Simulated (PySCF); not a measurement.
Molfile (atoms numbered from 1):
```
C5H7FOSi2
     RDKit          3D

 16 15  0  0  0  0  0  0  0  0999 V2000
   -1.7109    3.0547   -0.3289 C   0  0  0  0  0  0  0  0  0  0  0  0
   -1.2565    2.0535    0.1546 C   0  0  0  0  0  0  0  0  0  0  0  0
   -0.5567    0.5037    0.8781 Si  0  0  2  0  0  4  0  0  0  0  0  0
   -0.6031    0.6442    2.4829 F   0  0  0  0  0  0  0  0  0  0  0  0
    1.1725    0.1739    0.3489 C   0  0  0  0  0  0  0  0  0  0  0  0
    2.3068   -0.0338    0.0008 C   0  0  0  0  0  0  0  0  0  0  0  0
    3.6665   -0.2850   -0.4134 C   0  0  0  0  0  0  0  0  0  0  0  0
   -1.4841   -0.7589    0.5073 O   0  0  0  0  0  0  0  0  0  0  0  0
   -2.6515   -1.8479    0.2427 Si  0  0  0  0  0  4  0  0  0  0  0  0
   -2.1127    3.9329   -0.7463 H   0  0  0  0  0  0  0  0  0  0  0  0
    3.9945    0.4963   -1.0986 H   0  0  0  0  0  0  0  0  0  0  0  0
    4.3245   -0.2938    0.4550 H   0  0  0  0  0  0  0  0  0  0  0  0
    3.7299   -1.2502   -0.9154 H   0  0  0  0  0  0  0  0  0  0  0  0
   -2.2361   -3.0547    0.9529 H   0  0  0  0  0  0  0  0  0  0  0  0
   -2.6872   -2.0283   -1.2075 H   0  0  0  0  0  0  0  0  0  0  0  0
   -3.9034   -1.2976    0.7585 H   0  0  0  0  0  0  0  0  0  0  0  0
  1  2  3  0
  2  3  1  0
  3  4  1  1
  3  5  1  0
  5  6  3  0
  6  7  1  0
  3  8  1  0
  8  9  1  0
  1 10  1  0
  7 11  1  0
  7 12  1  0
  7 13  1  0
  9 14  1  0
  9 15  1  0
  9 16  1  0
M  END
```

Computed data (PySCF): PBE0/pcSseg-1 with gauge-including orbitals, structure optimised with GFN2-xTB. A single conformation, one averaged value for each set of equivalent atoms, non-relativistic, in vacuum.

Referencing at the same level of theory: TMS for 13C (σref 186.93).

Question: Do the 13C shifts follow the atomic charges (in e)? Tabulate both.

Answer: 
| atoms | hybridisation | δ (ppm) | σ para (ppm) | Hirshfeld | IAO | Mulliken | ESP-fitted |
| --- | --- | --- | --- | --- | --- | --- | --- |
| C6 | sp | 108.5 | -196 | -0.01 | +0.04 | -0.07 | +0.39 |
| C1 | sp | 97.6 | -171 | -0.07 | -0.16 | -0.15 | -0.19 |
| C2 | sp | 87.2 | -162 | -0.16 | -0.36 | -0.21 | -0.41 |
| C5 | sp | 83.4 | -158 | -0.19 | -0.42 | -0.46 | -0.74 |
| C7 | sp3 | 5.4 | -71 | -0.09 | -0.44 | -0.16 | -0.57 |

Correlation coefficients of δ with charge over these carbons: Hirshfeld +0.14, IAO +0.67, Mulliken +0.02, ESP-fitted +0.55; with the paramagnetic shielding -1.00. Among the 4 sp carbons alone: Hirshfeld +1.00, IAO +1.00, Mulliken +0.86, ESP-fitted +0.98. With so few points, grouped by hybridisation, these coefficients are fragile. Charge is one influence among several: hybridisation and low-lying excitations act through the paramagnetic term.

Shifts are as computed. Against solution values, carbons near 30 ppm lie about +3 ppm off and those near 130 ppm about +5 ppm. Of 1309 compounds with measured shifts, 239 miss one by over three times the rms of a fit or turn the order of signals round; such compounds aren't used in these exercises.
